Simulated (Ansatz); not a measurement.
Stepwise reaction of `F[Si](S)(Cl)Cl` with hydrogen fluoride, as a gas-phase model of exchange steps in deposition or etching. ΔE in kJ/mol.

Program: Ansatz. Geometries: PBE0-D4/def2-TZVP. ΔE: electronic, gas phase. CCSD(T)/CBS adds triple-zeta CCSD(T) − MP2 to the extrapolated MP2 energy (def2 sets, frozen cores). This one scheme is used for every species. DFT in def2-TZVPP. B3LYP here is the variant with VWN-RPA as its local correlation; programs differ in this. Each species was taken in one conformer, which may not be the lowest.

```tsv
step	reaction	PBE-D4	B3LYP-D4	ωB97M-V	CCSD(T)/CBS
2	`F[Si](F)(S)Cl` + H–F → `F[Si](F)(F)S` + HCl	-42.7	-53.0	-52.2	-51.2
```

Give the row of step 1, `F[Si](S)(Cl)Cl` + H–F → `F[Si](F)(S)Cl` + HCl. (An estimate is asked.)

Computed: 
| step | reaction | PBE-D4 | B3LYP-D4 | ωB97M-V | CCSD(T)/CBS |
| --- | --- | --- | --- | --- | --- |
| 1 | `F[Si](S)(Cl)Cl` + H–F → `F[Si](F)(S)Cl` + HCl | -40.6 | -50.5 | -49.9 | -47.6 |

By hand: ΔE of the 2 steps together at CCSD(T)/CBS.

(-47.6) + (-51.2) = -98.8 kJ/mol, or -49.4 kJ/mol a step.

In ΔE the steps differ by no more than 3.6 kJ/mol. All are downhill at CCSD(T)/CBS. PBE-D4 differs from CCSD(T)/CBS by 7.0 to 8.5 kJ/mol a step. Isolated molecules leave out the surface, adducts and barriers. Largest T1 diagnostic: 0.012.
